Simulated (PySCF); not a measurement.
C₈H₁₀Si.
SMILES: `C1=C(C=C)C(C=C)=C[SiH2]1`

Torsions of this conformer, `[CH2:1]=[CH:2][C:3]1=[CH:4][SiH2:5][CH:6]=[C:7]1[CH:8]=[CH2:9]`: C1–C2–C3–C4 148°, C6–C7–C8–C9 148°.

The closed-shell ground state was solved at several levels (PySCF, density fitting, gas phase, non-relativistic). The structure is a single PBE0-D3(BJ)/def2-SVP conformer in the gas phase; no vibrational or solvent corrections.

```tsv
level	basis functions	HOMO (eV)	LUMO (eV)	gap (eV)	dipole (D)
PBE0/pcSseg-1	210	-6.50	-1.80	4.70	0.72
wB97X-D/pcSseg-1	210	-8.23	-0.09	8.14	0.69
```

Task: What might wB97X-D/def2-SVPD (264 basis functions) give for the same quantities?

Result: HOMO -8.24 eV, LUMO -0.09 eV, gap 8.15 eV, dipole 0.76 D.

Task: How far do the dipole and the HOMO energy spread over the levels?

Result: The dipole runs from 0.69 to 0.76 D (mean 0.73 D) and the HOMO from -8.24 to -6.50 eV.
